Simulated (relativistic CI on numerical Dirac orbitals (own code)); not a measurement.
# W³⁴⁺: q coefficients and field-shift factors

These numbers are calculated, not measured: Dirac-Coulomb-Breit CI, KLI orbitals optimised for each configuration, derivatives by finite differences, unscaled Slater integrals, QED left out (own radial code, finite nucleus).

Configuration list (outside the closed core [Ar] 3d10 4s2): 4p6.4d4, 4p6.4d3.4f, 4p5.4d5, 4p6.4d2.4f2, 4p6.4d2.5s2. Levels of other configurations are missing.

With x = (α/α₀)² − 1 an excitation energy changes as ω = ω₀ + qx; K = 2q/ω₀ is the relative enhancement. Terms are leading LS components, so labels can repeat. The field-shift factor is F = δν/δ⟨r²⟩ for the transition from the lowest level.

Lowest level 4p6.4d4 3P_0.

```csv
Level,ω₀ (cm⁻¹),q (cm⁻¹),K,F (GHz/fm²)
4p6.4d4 5D_1,114762,145100,2.53,3.79
4p6.4d4 5D_2,158671,162400,2.05,4.46
4p6.4d4 3F_4,159068,144300,1.81,4.08
4p6.4d4 3F_3,172116,157300,1.83,4.45
4p6.4d4 5D_0,260035,285900,2.2,7.72
4p6.4d4 5D_2,267611,270900,2.02,7.46
4p6.4d4 5D_4,271942,289500,2.13,7.87
4p6.4d4 5D_3,277169,285400,2.06,7.82
4p6.4d4 3H_5,294683,285300,1.94,7.93
4p6.4d4 3P_1,302574,293200,1.94,8.17
4p6.4d4 3H_6,307003,286100,1.86,8.03
4p6.4d4 3F_3,319666,281900,1.76,8.05
4p6.4d4 3G_4,320933,289100,1.8,8.21
```

At this charge energies of transitions that change n are usually good to better than 1 %, and those within a shell (Δn = 0) to a few per cent. Terms inside the open d or f shell come out 10 to 20 % too wide with unscaled integrals.
